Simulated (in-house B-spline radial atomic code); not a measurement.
The numbers below are computed, except where a source is named.
## Making a Troullier-Martins s channel for Zr, r_c = 1.38 bohr

Zr, [Kr] 4d2 5s2, non-relativistic LDA (VWN5), spherical and spin-unpolarised, from an all-electron radial atomic-structure program (B-spline basis) (atomic units). The all-electron 4s level is ε = -1.918971 hartree, its outermost node lies just inside 0.57 bohr and its outer maximum at 1.09 bohr.

Inside r_c the pseudo-orbital is u(r) = r^1 exp(p(r)), with p = c0 + c2 r² + c4 r⁴ + … + c12 r¹². The seven coefficients follow from p and its first four derivatives at r_c, from zero curvature of the screened potential at the origin, c4 = −c2²/(2l + 5), and from the norm inside r_c. At r_c the all-electron orbital has P = 0.9086865, P' = -0.7688606, the screened potential V = -2.541112, V' = 4.208333, V'' = -9.416235, and the norm inside is Q = 0.6660373.

What are p, p' and p'' at r_c?

p = ln(P/r_c^1) = ln(0.9086865/1.38) = -0.41784. p' = P'/P − 1/r_c = -0.84612 − 0.72464 = -1.57076. The radial equation gives p'' = 2(V − ε) − 2(1) p'/r_c − p'² = -1.24428 − (-2.27647) − 2.46729 = -1.43511. Differentiating, p''' = 2V' + 2(1)p'/r_c² − 2(1)p''/r_c − 2p'p'' = 4.3385, and p'''' = 2V'' − 4(1)p'/r_c³ + 4(1)p''/r_c² − 2(1)p'''/r_c − 2p''² − 2p'p''' = -16.233.

For a trial c2 the five matching conditions are linear in c0, c6, c8, c10 and c12, and c2 is varied until the norm inside r_c equals Q. The root nearest zero gives:

```
 n         c_n
 0  -0.6172352
 2    1.443417
 4  -0.4166907
 6   -1.038533
 8    0.869523
10  -0.2704488
12  0.03085987
```

Check c4 and p(r_c), and find the screened pseudopotential at the origin.

−c2²/5 = -0.416691, as listed. The terms c_n r_c^n are -0.61724, 2.74884, -1.51123, -7.17290, 11.43704, -6.77448, 1.47212, which sum to -0.41784. Inverting the radial equation, V_l(r) = ε + 1 p'/r + (p'' + p'²)/2, so V_l(0) = ε + (2l + 3) c2 = -1.918971 + 3 × (1.44342) = 2.4113 hartree, finite where the all-electron potential diverges.

Orbitals and screened potentials:

```csv
r (bohr),P,u,V all-electron,V pseudo
0.138,0.3113,0.0765,-174.7,2.402
0.345,-0.556,0.2193,-40.74,2.062
0.552,-0.04898,0.4348,-16.98,0.4746
0.759,0.6485,0.7272,-9.083,-2.487
0.966,0.9905,0.977,-5.546,-4.583
1.173,1.029,1.027,-3.66,-3.892
1.38,0.9087,0.9087,-2.541,-2.541
```

Logarithmic derivatives P'/P at R = 1.68 bohr, for energies E around ε:

| E − ε (hartree) | all-electron | pseudo |
| --- | --- | --- |
| -0.5 | 0.0855361 | 0.0816868 |
| -0.25 | -0.46633 | -0.467868 |
| -0.1 | -0.904566 | -0.904906 |
| 0 | -1.26472 | -1.26472 |
| 0.1 | -1.70162 | -1.70218 |
| 0.25 | -2.57284 | -2.57833 |
| 0.5 | -5.24319 | -5.30265 |

With P(R) = 0.6573061 and a norm of 0.8521967 inside R, what slope in energy does norm conservation fix?

d(P'/P)/dE = −2 × (norm inside R)/P(R)² = -3.9449 per hartree·bohr at E = ε, for both atoms, since orbital and norm agree at R. Differences over ±0.1 hartree give -3.9853 (all-electron) and -3.9864 (pseudo), which also hold third-order terms. Half a hartree below ε the two curves differ by -0.0038.
